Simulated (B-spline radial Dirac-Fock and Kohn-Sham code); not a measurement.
# Total and shell-resolved photoionisation of Ca¹¹⁺

System: Ca¹¹⁺ in the configuration 1s2 2s2 2p5.

Input of the calculation (task.json; shells as n, l, electrons):

```json
{"items": [{
  "Z": 20,
  "q": 11,
  "cfg": [[1, 0, 2], [2, 0, 2], [2, 1, 5]],
  "A": 40,
  "rrms": 3.4776,
  "do": ["binding", "quiet", "photo"],
  "hv": [40.81, 60, 300, 345.0, 438.0, 818.0, 1000, 1486.9, 1910.0, 6000, 7540.0, 24700.0, 40000, 41700.0, 64500.0, 200000]
}]}
```

Run with: `python xray_run.py task.json out`

These are calculated numbers from a radial atomic solver; the model is the independent-particle Dirac-Slater model, thresholds from Dirac-Fock.

Computed thresholds (eV): K 4392.6, L1 741.4, L2 664.1, L3 660.1.

```csv
photon energy (eV),total (b),K (%),L (%)
818,499100,–,100.0
1000,301200,–,100.0
1486.9,106000,–,100.0
1910,53840,–,100.0
6000,25120,90.7,9.3
7540,13570,91.0,9.0
24700,446.3,91.5,8.5
40000,103.2,91.6,8.4
41700,90.84,91.6,8.4
64500,23.49,91.6,8.4
200000,0.6788,91.5,8.5
```

Task: With what power of the photon energy does the total fall between 64500 and 200000 eV?

Result: As E^-3.13. The non-relativistic Born limit for an s electron far above threshold is E^-3.5; near threshold and at relativistic energies the fall is slower.
